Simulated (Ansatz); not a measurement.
InH₂Br⁺. The state is a doublet with charge 1. Geometry r2SCAN-D4/def2-TZVP, that of the neutral singlet; atoms count from 1.

```xyz
4

In    0.119   -0.093   -0.255
H     0.107    1.115   -1.455
H     0.650   -1.708   -0.177
Br   -0.876    0.686    1.888
```

In the def2 sets In takes a core potential; there is no spin–orbit coupling.

Problem. Estimate the Mulliken populations from the PBE0/def2-TZVP orbitals of Ansatz.

Solution. 
```csv
atom,charge (e),spin (α − β)
In1,0.63,-0.03
H2,0.10,0.14
H3,0.10,0.14
Br4,0.17,0.75
```
Mulliken values and Mayer orders depend strongly on the basis.

Problem. Where does the spin sit?

Solution. Summed by element: In -0.03, H 0.28, Br 0.75, of 1 unpaired in all. Largest on single atoms: Br4 0.75, H3 0.14, H2 0.14.

Problem. And the Mayer bond orders between bonded heavy atoms (over 0.3)?

Solution. In1–Br4 0.86 (2.49 Å).
